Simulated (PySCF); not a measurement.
Br2GaHO. Atoms are numbered in the order given.

```xyz
5

Ga     0.5588     0.0066     0.0000
Br    -0.5639    -1.9701     0.0000
Br    -0.5406     1.9792     0.0000
O      2.3258     0.0392     0.0000
H      2.7294    -0.8364     0.0000
```
Charge 0, spin multiplicity 1.

The structure is a stationary point at PBE0-D3(BJ)/def2-SVP. The structure was generated by enumeration; whether it is a known compound was not checked. The values are those of a single conformer.

Method: PBE/def2-TZVP (PySCF).

Symmetry labels are those of the subgroup Cs that the program uses (full group Cs).

List the valence orbital energies around the gap with their symmetry. (Estimate from the structure and the level; the computed values follow.)


```
orbital  symmetry  energy (eV)
-------  --------  -----------
HOMO−7         A'       -10.80
HOMO−6         A'        -9.25
HOMO−5         A'        -8.55
HOMO−4         A"        -8.38
HOMO−3         A"        -7.67
HOMO−2         A'        -7.64
HOMO−1         A"        -7.60
HOMO           A'        -7.41
LUMO           A'        -2.68
LUMO+1         A"        -1.87
LUMO+2         A'        -0.02
LUMO+3         A'         1.03
```
